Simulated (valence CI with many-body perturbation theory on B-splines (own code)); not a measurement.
# Valence orbitals of Cs⁴⁹⁺

Calculated by configuration interaction combined with many-body perturbation theory (CI+MBPT): four valence electrons over a frozen Dirac-Fock core [He], radial functions for each j: 11 s, 11 p, 10 d, 8 f, 5 g, 2 h, with the one-electron correlation potential Σ1, the two-electron term Σ2, the three-electron term Σ3, Breit, model QED; selected CI, second order for the rest, scaled by the run's own slope (own B-spline code, finite nucleus).

No measured spectrum was set against this ion. As an estimate, large intervals hold to a few tenths of a per cent, small ones and those within an open d or f shell to about a per cent. Among the levels kept, up to 890 cm⁻¹ of a level comes from second order outside the variational space, and about a tenth of that is noise between levels of different J, which matters for small intervals.

These are the spectroscopic orbitals of the CI (the correlating ones are not listed), shaped by the core and the other valence electrons. h is the expectation value of the core's Dirac-Fock operator, without the valence repulsion; Σ1 is computed up to l = 3 at one energy for each symmetry, that of its lowest orbital but kept below the first core excitation, so for empty shells it is not the orbital's own correlation shift; Breit and QED include the response of the core, and the two lowest orbitals of each symmetry also the frequency dependence of Breit exchange, which makes a step in that column.

| Orbital | h (hartree) | Σ1 (cm⁻¹) | Breit (cm⁻¹) | QED (cm⁻¹) | ⟨r⟩ (bohr) |
| --- | --- | --- | --- | --- | --- |
| 2s1/2 | -375.51 | -1409 | 46671 | 51526 | 0.1069 |
| 3s1/2 | -164.09 | -346 | 12928 | 14804 | 0.2483 |
| 4s1/2 | -91.275 | -135 | 5153 | 6049 | 0.4506 |
| 5s1/2 | -57.987 | -66.8 | 2578 | 3044 | 0.7127 |
| 6s1/2 | -40.06 | -37.8 | 1470 | 1741 | 1.035 |
| 7s1/2 | -29.318 | -23.5 | 917 | 1088 | 1.416 |
| 2p1/2 | -370.92 | -3475 | 93099 | -365 | 0.08932 |
| 3p1/2 | -162.78 | -773 | 24965 | -229 | 0.2324 |
| 4p1/2 | -90.734 | -296 | 9986 | -103 | 0.4361 |
| 5p1/2 | -57.713 | -145 | 4988 | -53.4 | 0.6995 |
| 6p1/2 | -39.902 | -81.9 | 2843 | -31.0 | 1.023 |
| 7p1/2 | -29.219 | -50.8 | 1774 | -19.6 | 1.406 |
| 2p3/2 | -355.85 | -2640 | 35511 | 5103 | 0.09456 |
| 3p3/2 | -158.31 | -589 | 9619 | 1332 | 0.2398 |
| 4p3/2 | -88.858 | -226 | 4324 | 537 | 0.4459 |
| 5p3/2 | -56.757 | -111 | 2171 | 269 | 0.7117 |
| 6p3/2 | -39.351 | -62.7 | 1242 | 154 | 1.038 |
| 7p3/2 | -28.873 | -39.0 | 777 | 96.3 | 1.423 |
| 3d3/2 | -157.77 | -273 | 896 | -164 | 0.2033 |
| 4d3/2 | -88.631 | -117 | 489 | -50.9 | 0.4106 |
| 5d3/2 | -56.641 | -59.9 | 252 | -22.4 | 0.6776 |
| 6d3/2 | -39.284 | -34.7 | 152 | -11.9 | 1.005 |
| 7d3/2 | -28.831 | -21.9 | 98.5 | -7.1 | 1.391 |
| 3d5/2 | -156.44 | -248 | 293 | 445 | 0.2058 |
| 4d5/2 | -88.069 | -105 | 159 | 204 | 0.4137 |
| 5d5/2 | -56.353 | -54.1 | 77.7 | 108 | 0.6814 |
| 6d5/2 | -39.117 | -31.3 | 47.0 | 63.2 | 1.009 |
| 7d5/2 | -28.726 | -19.8 | 30.4 | 40.1 | 1.396 |
| 4f5/2 | -87.994 | -22.4 | 5.2 | -66.1 | 0.3564 |
| 5f5/2 | -56.318 | -12.7 | 4.3 | -32.6 | 0.6247 |
| 6f5/2 | -39.098 | -7.7 | 2.8 | -18.5 | 0.9531 |
| 7f5/2 | -28.714 | -5.0 | 2.0 | -11.5 | 1.341 |
| 4f7/2 | -87.721 | -21.6 | 1.5 | 58.0 | 0.3581 |
| 5f7/2 | -56.178 | -12.2 | 1.2 | 31.2 | 0.6266 |
| 6f7/2 | -39.017 | -7.4 | 0.8 | 18.5 | 0.9553 |
| 7f7/2 | -28.663 | -4.8 | 0.5 | 11.8 | 1.343 |
| 5g7/2 | -56.167 |  | 0.0 | -20.9 | 0.5474 |
| 6g7/2 | -39.01 |  | 0.0 | -12.1 | 0.8762 |
| 7g7/2 | -28.659 |  | 0.0 | -7.6 | 1.265 |
| 5g9/2 | -56.084 |  | 0.0 | 16.8 | 0.5486 |
| 6g9/2 | -38.961 |  | 0.0 | 9.8 | 0.8776 |
| 7g9/2 | -28.628 |  | 0.0 | 6.2 | 1.266 |
| 6h9/2 | -38.961 |  |  |  | 0.7777 |
| 6h11/2 | -38.929 |  |  |  | 0.7787 |

Among the shells of the start configuration 2s2 2p2, Σ1 is largest in size for 2p1/2, where it is 0.0043 % of h.

Lowest root of each symmetry, sizes in configuration state functions:

```
J  Parity  Roots  Reference  Variational  Second order  Change by selected CI (cm⁻¹)  Change by second order (cm⁻¹)
0    even     18         53        26418         51955                        -19118                              0
1    even     33        124        32000        172260                        -17031                           -156
2    even     36        150        31998        318532                        -18580                           -357
3    even     21        123        31991        303568                        -18762                           -329
4    even      9         83        31999        174433                        -14575                            -97
5    even      3         46        28395        131471                        -19220                            -15
0     odd     14         49        25226         39894                        -22269                             -1
1     odd     34        127        31999        219743                        -24253                           -161
2     odd     34        147        31994        293870                        -18353                           -321
3     odd     20        122        31988        290951                        -19198                           -344
4     odd      8         82        31988        156785                        -20877                           -117
5     odd      2         45        27425        115831                        -26920                            -13
```
